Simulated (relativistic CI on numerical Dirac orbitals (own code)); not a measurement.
**Mo3+: resonant inelastic scattering at the L2,3 edge**

Computed with this model: Dirac-Coulomb-Breit CI, separate exchange-only KLI orbitals for each configuration, a model potential for QED, Kramers-Heisenberg scattering through one core-hole configuration in a parametric crystal field, unscaled Slater integrals; configurations [Kr] 4d3 → [He] 2s2 2p5 3s2 3p6 3d10 4s2 4p6 4d4; 10 K; core-hole width 2.4 eV; summed over polarisations. Incident energies are the highest absorption maxima for each field (at most a few, so the weaker spin-orbit partner edge can be absent), on the computed scale of the free ion. Intensities are in per cent of the strongest line above 0.02 eV; levels within 1 cm⁻¹ are merged; final levels count from the ground level, the first row holds all elastic scattering, lines under 0.4 are left out and each table stops after 24 rows. The scale of the Slater integrals is a model choice and moves the terms in proportion.

Field parameters in Wybourne normalisation: D4h B²₀ = −7Ds, B⁴₀ = 21(Dq − Dt), B⁴₄ = 21√(5/14) Dq. The field is a parameter set, without covalency.

S is read from ⟨S²⟩ = S(S + 1).

D4h, 10Dq = 24900, Ds = -1500, Dt = -350 cm⁻¹:

```csv
Final level (eV),Degeneracy,Irrep,S,2526.1 eV,2630.3 eV
0.000,2,Γ6,1.50,2328.9,602.1
0.000,2,Γ7,1.50,5.0,12.5
1.931,2,Γ6,0.51,19.7,36.1
1.943,2,Γ7,0.51,5.4,13.5
1.981,2,Γ6,0.51,5.1,17.0
1.992,2,Γ7,0.51,14.7,29.3
2.067,2,Γ6,0.50,22.5,40.5
3.050,2,Γ6,1.30,90.1,68.9
3.051,2,Γ7,1.08,48.3,41.2
3.087,2,Γ7,0.95,42.7,31.5
3.163,2,Γ7,0.75,37.5,49.4
3.190,2,Γ6,0.89,42.1,17.5
3.242,2,Γ6,1.50,100.0,10.3
3.277,2,Γ6,1.45,61.8,14.2
3.292,2,Γ7,1.47,51.9,25.4
3.307,2,Γ7,1.49,47.1,25.4
4.244,2,Γ7,1.50,66.8,20.5
4.273,2,Γ7,1.50,47.1,13.3
4.302,2,Γ6,1.49,45.2,12.4
4.335,2,Γ6,1.49,52.2,13.5
4.881,2,Γ6,0.54,3.0,2.9
4.934,2,Γ6,0.58,7.0,2.6
4.986,2,Γ7,0.55,7.6,2.0
5.057,2,Γ7,1.43,37.4,12.7
```

D4h, 10Dq = 24900, Ds = -860, Dt = -350 cm⁻¹:

| Final level (eV) | Degeneracy | Irrep | S | 2526.1 eV | 2630.4 eV |
| --- | --- | --- | --- | --- | --- |
| 0.000 | 2 | Γ6 | 1.50 | 2393.3 | 602.7 |
| 0.000 | 2 | Γ7 | 1.50 | 3.8 | 10.4 |
| 1.958 | 2 | Γ7 | 0.51 | 6.1 | 20.5 |
| 1.973 | 2 | Γ6 | 0.51 | 7.3 | 23.1 |
| 2.031 | 2 | Γ6 | 0.51 | 15.4 | 23.5 |
| 2.047 | 2 | Γ7 | 0.51 | 13.0 | 20.2 |
| 2.071 | 2 | Γ6 | 0.50 | 23.1 | 42.1 |
| 3.028 | 2 | Γ6 | 1.01 | 73.8 | 62.2 |
| 3.047 | 2 | Γ7 | 0.87 | 45.7 | 45.0 |
| 3.085 | 2 | Γ7 | 0.97 | 44.1 | 34.2 |
| 3.127 | 2 | Γ7 | 0.94 | 43.4 | 39.9 |
| 3.137 | 2 | Γ6 | 1.17 | 57.5 | 19.5 |
| 3.373 | 2 | Γ6 | 1.50 | 100.0 | 13.5 |
| 3.392 | 2 | Γ6 | 1.48 | 74.8 | 18.5 |
| 3.398 | 2 | Γ7 | 1.49 | 70.4 | 31.2 |
| 3.405 | 2 | Γ7 | 1.49 | 62.6 | 20.9 |
| 4.291 | 2 | Γ7 | 1.50 | 51.7 | 24.0 |
| 4.311 | 2 | Γ7 | 1.50 | 42.2 | 15.0 |
| 4.330 | 2 | Γ6 | 1.49 | 45.5 | 12.9 |
| 4.353 | 2 | Γ6 | 1.49 | 52.4 | 12.3 |
| 4.771 | 2 | Γ6 | 1.45 | 35.3 | 14.4 |
| 4.781 | 2 | Γ7 | 1.49 | 42.8 | 13.5 |
| 4.903 | 2 | Γ6 | 0.60 | 2.7 | 1.0 |
| 5.071 | 2 | Γ7 | 0.50 | 4.7 | 3.6 |

For the first field the strongest loss at the lowest incident energy is the level at 3.24 eV (S = 1.50, against 1.50 in the thermal ground state). Levels of other spin, the first over 8 % at 1.93 eV, appear because spin-orbit coupling of the core hole, and in heavier ions of the valence shell too, mixes spins.
